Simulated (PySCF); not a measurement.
How methods differ on the ionisation energy of Pb(74+)

Pb(74+) [He] 2s2 2p4 (3P) → Pb(75+) [He] 2s2 2p3 (4S), as a difference of total energies. Computed with PySCF 2.14 in an even-tempered Gaussian basis (18 s from 54 bohr⁻², ratio 2.2; 13 p from 70 bohr⁻², ratio 2.2; 5 d from 270 bohr⁻², ratio 2.4; 5 f from 410 bohr⁻², ratio 2.4; 4 g from 610 bohr⁻², ratio 2.4), with the spin-free X2C one-electron Hamiltonian (Gaussian nucleus). Correlated levels: nothing frozen; virtual orbitals above 40 to 60 times the deepest correlated orbital energy dropped. The calculations carry no spin-orbit coupling.

```json
{"method": "UHF", "ionisation energy (eV)": "21037.5"}
{"method": "LDA", "ionisation energy (eV)": "21027.2"}
{"method": "PBE", "ionisation energy (eV)": "21041.0"}
{"method": "PBE0", "ionisation energy (eV)": "21040.6"}
{"method": "r2SCAN", "ionisation energy (eV)": "21044.6"}
{"method": "MN15", "ionisation energy (eV)": "21033.0"}
{"method": "r2SCANh", "ionisation energy (eV)": "21044.1"}
{"method": "MP2 (all electrons)", "ionisation energy (eV)": "21039.4"}
{"method": "SCS-MP2 (all electrons)", "ionisation energy (eV)": "21039.5"}
```

Spin-orbit coupling is strong in these open shells (close to jj coupling). The scalar numbers leave it out and a first-order estimate fails, so it can dominate the gap to the real levels.

For this ion Breit and QED terms and the two-electron picture change, all absent here, outweigh the differences among the correlated methods.

For comparison: 20380 ± 90 eV (theoretical estimate listed by NIST; NIST Atomic Spectra Database, ionization energies).
